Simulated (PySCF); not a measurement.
# Computed records: ClGeH7Si2, ClGeH4Si

Computed with PySCF 2.14.0. Calculation on a computer-drawn molecule: the log of a Hartree-Fock and frozen-core CCSD(T) single point meant for a local Hartree-Fock minimum, with one planted fault or none, to be diagnosed. Offsets are logged minus clean, where the clean run is the same molecule without the fault. The reference is restricted for singlets and unrestricted otherwise, and also for a bond in bohr or an excited solution. Adding or removing an electron swaps singlet and doublet. The excited solution moves the top pair (singlet) or top alpha electron (doublet) to the lowest empty orbital. Highest occupied and lowest empty are orbital energies over both spins, largest force is the largest gradient component, triples share is (T) over the correlation energy, the T1 limit is 0.02 restricted and 0.045 unrestricted, electrons count all cores, a negative frequency is imaginary (commonest isotopes), and the dipole is about the centre of nuclear charge; on germanium a core potential holds 10 electrons, which the energies leave out, and 3d is frozen in MP2 and coupled-cluster steps.

Common to all runs: meant charge 0; meant basis cc-pV(D+d)Z; meant basis and core potential on germanium cc-pVDZ-PP ECP10MDF; logged SCF converged yes; logged CC converged yes; logged SCF stable within its kind yes; possible faults no fault, one electron removed, one electron added, multiplicity raised by two, geometry at a saddle point, SCF held on an excited solution, minimal basis STO-3G, one bond length entered in bohr, all coordinates scaled.

```json
{"entry": 1, "formula": "ClGeH7Si2", "logged_structure": {"atoms_angstrom": [["Si", 0.7112, 1.8852, -2.3405], ["Ge", 2.1674, 0.6726, -0.8571], ["Si", 4.4974, 0.5673, -1.4498], ["Cl", 1.4523, -1.4178, -0.9103], ["H", -0.6877, 1.7425, -1.8839], ["H", 1.0966, 3.3164, -2.3307], ["H", 0.8587, 1.3459, -3.7097], ["H", 1.9771, 1.1102, 0.5988], ["H", 5.0703, 1.9332, -1.3969], ["H", 5.21, -0.3094, -0.4961], ["H", 4.6225, 0.035, -2.824]]}, "given": {"meant_multiplicity": 1, "logged_electrons": 84, "logged_basis_functions": 127, "logged_spin_squared": 0.0, "logged_highest_occupied [eV]": -10.237, "logged_lowest_empty [eV]": 2.4002, "logged_largest_force [hartree/bohr]": 1.2016e-05, "logged_lowest_frequency [cm^-1]": 86.883, "logged_T1_diagnostic": 0.011922, "logged_D1_diagnostic": 0.028916, "logged_triples_share": 0.025184, "logged_dipole_magnitude [debye]": 2.7603, "logged_energy_HF [hartree]": -1334.87695, "logged_energy_CCSD(T) [hartree]": -1335.40132, "drawn_bonds_atom": [1, 2, 2, 1, 1, 1, 2, 3, 3, 3], "drawn_bonds_other_atom": [2, 3, 4, 5, 6, 7, 8, 9, 10, 11], "drawn_bonds_order": [1, 1, 1, 1, 1, 1, 1, 1, 1, 1]}, "results": {"planted_fault": null}}
{"entry": 2, "formula": "ClGeH4Si", "logged_structure": {"atoms_angstrom": [["Si", 0.5616, 0.7943, -0.891], ["Ge", 2.6129, -0.4319, -0.5558], ["Cl", 2.1446, -2.2135, 0.6401], ["H", 0.8782, 1.9933, -1.6992], ["H", 0.0523, 1.1973, 0.4356], ["H", -0.4381, -0.0393, -1.593], ["H", 3.2904, -0.9706, -1.8249]]}, "given": {"meant_multiplicity": 2, "logged_electrons": 67, "logged_basis_functions": 89, "logged_spin_squared": 0.7573, "logged_highest_occupied [eV]": -8.957, "logged_lowest_empty [eV]": 0.39514, "logged_largest_force [hartree/bohr]": 2.6385e-05, "logged_lowest_frequency [cm^-1]": 92.126, "logged_T1_diagnostic": 0.013983, "logged_D1_diagnostic": 0.049972, "logged_triples_share": 0.024827, "logged_dipole_magnitude [debye]": 2.7812, "logged_energy_HF [hartree]": -1044.165, "logged_energy_CCSD(T) [hartree]": -1044.54207, "drawn_bonds_atom": [1, 2, 1, 1, 1, 2], "drawn_bonds_other_atom": [2, 3, 4, 5, 6, 7], "drawn_bonds_order": [1, 1, 1, 1, 1, 1]}, "results": {"planted_fault": null}}
```

Q: ClGeH7Si2 (entry 1): planted fault?
A: no fault

Q: Which fault was planted in the run of ClGeH4Si (entry 2)?
A: no fault

Further results for ClGeH7Si2 (entry 1):

* HF energy offset from clean run: 0 kcal/mol
* CCSD(T) energy offset from clean run: 0 kcal/mol

Further results for ClGeH4Si (entry 2):

* HF energy offset from clean run: 0 kcal/mol
* CCSD(T) energy offset from clean run: 0 kcal/mol
